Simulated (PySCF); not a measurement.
Gas-phase reaction: HfCl₄.H₂O + O₃ → HfO₂ + 4 Cl + H₂O₂, at 600 K and a standard pressure of 1 bar. Level: LDA/def2-TZVP†.

Energies from PySCF, thermal terms from the rigid-rotor harmonic-oscillator model, ideal gas at 1 bar. S°(298 K) at PBE0/def2-TZVP differs from the NASA 1993 table for H₂O₂ (-8 J/mol/K); whether the harmonic model or the table's entry is off was not settled. † marks an energy on the PBE0/def2-TZVP geometry and frequencies. Open shells (unrestricted): Cl (multiplicity 2, electronic degeneracy 6); the rest are closed-shell singlets. Spin-orbit splitting is ignored; it lowers the true energy and changes the entropy of Cl. Hf: scalar-relativistic def2 core potential, no spin-orbit coupling. No R ln 2 is added for the mirror-image form of H₂O₂. Adducts (HfCl₄.H₂O) have no counterpoise correction, and HF, PBE, BLYP, B3LYP and PBE0 lack dispersion. HfCl₄.H₂O: computed as isolated molecules; such fragments, hydroxides, amides, oligomers or adducts are transient or little studied in the gas. The harmonic model lacks anharmonicity and excited electronic states, which grow with temperature; levels with a mode under 35 cm⁻¹ are left out. Strong static correlation: O₃. Internal rotation in H₂O₂ is treated as a harmonic vibration of one conformer, which makes the entropy rough. Soft modes under 120 cm⁻¹ make the harmonic entropy rough for HfCl₄.H₂O.

| species | E (Ha) | H(600 K) − E (kJ/mol) | S°(600 K) (J/mol/K) |
|---|---|---|---|
| HfCl₄.H₂O | -1959.12138 | 153.7 | 552.7 |
| O₃ | -223.96188 | 43.5 | 266.8 |
| HfO₂ | -197.39833 | 38.7 | 310.2 |
| Cl | -458.64991 | 12.5 | 182.8 |
| H₂O₂ | -150.53711 | 96.1 | 259.8 |
E: electronic energy; H − E holds the zero-point and thermal terms. 1 Ha = 2625.5 kJ/mol.

Question: Work out ΔH°, ΔS°, ΔG° and log10 K from these numbers.

Answer: 1. ΔE = 1×(-197.39833) + 4×(-458.64991) + 1×(-150.53711) − 1×(-1959.12138) − 1×(-223.96188) = 0.54818 Ha = 1439.2 kJ.
2. Δ(H − E) = 1×(38.7) + 4×(12.5) + 1×(96.1) − 1×(153.7) − 1×(43.5) = -12.4 kJ, so ΔH° = 1426.8 kJ.
3. ΔS° = 1×(310.2) + 4×(182.8) + 1×(259.8) − 1×(552.7) − 1×(266.8) = 481.7 J/K; the number of gas molecules changes by +4.
4. ΔG° = ΔH° − TΔS° = 1426.8 − 600×(481.7)/1000 = 1137.8 kJ.
5. log10 K = −ΔG°/(RT ln 10) = -99.03, with RT ln 10 = 11.49 kJ/mol; at standard pressures the reactants are favoured.
6. A shift of 10 kJ in ΔE would move log10 K by 0.87 here.
For scale, ΔH°(298 K) is 1431 kJ at this level, 1205 kJ at ωB97M-V/def2-TZVP†, and runs from 841 to 1431 kJ over the 16 levels computed.
